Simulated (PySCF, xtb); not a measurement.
Al(H)2(nPr) (C3H9Al), SMILES CC[CH2][AlH2]. Other conformers were not sampled.

Harmonic wavenumbers (cm⁻¹) from GFN2-xTB run with xtb at its own minimum, in rising order: 59, 99, 113, 232, 330, 445, 465, 640, 675, 783, 793, 924, 951, 1040, 1079, 1174, 1202, 1260, 1315, 1414, 1464, 1481, 1502, 1504, 1741, 1778, 2863, 2887, 2899, 2921, 3024, 3025, 3031.

Q: What does PySCF with B3LYP-D3(BJ)/def2-SVP give at its own minimum? (The exact figures need the calculation; the answer reports its results.)

A: 53, 105, 153, 259, 334, 457, 489, 657, 669, 777, 803, 901, 976, 1038, 1081, 1181, 1220, 1318, 1351, 1396, 1419, 1462, 1468, 1477, 1910, 1914, 2978, 3009, 3014, 3017, 3049, 3097, 3099. Paired by order, the mean absolute difference is 42 cm⁻¹ and the zero-point energies are 64.5 and 65.9 kcal/mol.
